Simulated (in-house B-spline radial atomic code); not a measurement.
A fraction x of an electron is removed from 5s in Te5+, starting from [Kr] 4d10 5s1 and keeping the highest spin. Level of theory: non-relativistic BP86, spin-polarised, spherical fractional occupations, point nucleus; calculated with an all-electron radial atomic-structure program (B-spline basis).

```json
{"x": "0", "E(x) - E(0) (eV)": "0.0000", "5s up level (eV)": "-63.541"}
{"x": "0.1", "E(x) - E(0) (eV)": "6.4084", "5s up level (eV)": "-64.629"}
{"x": "0.21", "E(x) - E(0) (eV)": "13.5833", "5s up level (eV)": "-65.822"}
{"x": "0.3", "E(x) - E(0) (eV)": "19.5510", "5s up level (eV)": "-66.793"}
{"x": "0.43", "E(x) - E(0) (eV)": "28.3246", "5s up level (eV)": "-68.184"}
{"x": "0.5", "E(x) - E(0) (eV)": "33.1235", "5s up level (eV)": "-68.927"}
{"x": "0.61", "E(x) - E(0) (eV)": "40.7692", "5s up level (eV)": "-70.082"}
{"x": "0.72", "E(x) - E(0) (eV)": "48.5410", "5s up level (eV)": "-71.221"}
{"x": "0.83", "E(x) - E(0) (eV)": "56.4370", "5s up level (eV)": "-72.339"}
{"x": "0.95", "E(x) - E(0) (eV)": "65.1900", "5s up level (eV)": "-73.543"}
{"x": "1", "E(x) - E(0) (eV)": "68.8798", "5s up level (eV)": "-"}
```

The exact functional would give a straight line between the two integer points. Deviations E(x) - E(0) - x[E(1) - E(0)], in eV: -0.48 at x = 0.1, -0.881 at x = 0.21, -1.113 at x = 0.3, -1.294 at x = 0.43, -1.316 at x = 0.5, -1.247 at x = 0.61, -1.052 at x = 0.72, -0.733 at x = 0.83, -0.246 at x = 0.95.

The curve lies below the straight line by up to 1.316 eV (at x = 0.5): convex, the delocalisation error that favours fractional charges.

(1) How well does Slater's transition state (minus the level at half occupation) give the ionisation energy?

Results:

(1) It gives 68.927 eV against 68.880 eV from the two total energies; NIST lists 69.10 eV, ground level to ground level.
